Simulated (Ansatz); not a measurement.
Consider the formal exchange of groups at a C–S bond: `BNC(F)S` + CH₄ → `BNC(C)F` + H₂S.

Calculated with Ansatz (gas phase, PBE0-D4/def2-TZVP geometries, no zero-point term in ΔE). CCSD(T)/CBS adds triple-zeta CCSD(T) − MP2 to the extrapolated MP2 energy (def2 sets, frozen cores). This one scheme is used for every species. DFT in def2-TZVPP. B3LYP here is the variant with VWN-RPA as its local correlation; programs differ in this. One conformer a species, not always the lowest.

```tsv
level	ΔE (kcal/mol)	difference from CCSD(T)/CBS
PBE-D4	-5.3	2.3
r2SCAN-D4	-6.3	1.3
PBE0-D4	-6.7	0.9
B3LYP-D4	-6.5	1.1
ωB97X-V	-7.5	0.1
ωB97M-V	-7.1	0.5
B2PLYP	-7.3	0.3
PBE	-5.7	1.9
r2SCAN	-6.3	1.3
PBE0	-7.1	0.5
B3LYP	-7.4	0.2
HF/def2-TZVPP	-10.7	-3.1
MP2/def2-TZVPP	-7.3	0.3
SCS-MP2/def2-TZVPP	-7.8	-0.2
CCSD/def2-TZVPP	-8.9	-1.3
CCSD(T)/def2-TZVPP	-8.1	-0.5
HF/def2-QZVPP	-10.9	-3.3
MP2/def2-QZVPP	-7.0	0.6
SCS-MP2/def2-QZVPP	-7.6	0.0
HF/CBS(def2)	-10.9	-3.3
MP2/CBS(def2)	-6.8	0.8
CCSD/CBS(def2)	-8.4	-0.8
CCSD(T)/CBS	-7.6	0
```

Largest T1 diagnostic among the species: 0.013.

In def2-TZVPP, CCSD(T) changes the Hartree–Fock value by +2.7 kcal/mol (the triples alone add +0.8 kcal/mol) and MP2 by +3.5 kcal/mol. The D4 term adds +0.9 kcal/mol with B3LYP and +0.4 kcal/mol with PBE0; it sums over pairs of atoms, weighted by their polarisabilities, and B3LYP, whose exchange is more repulsive, gets the larger term. From PBE to PBE0 (25 % exact exchange), in def2-TZVPP and without D4, ΔE moves by −1.3 kcal/mol.
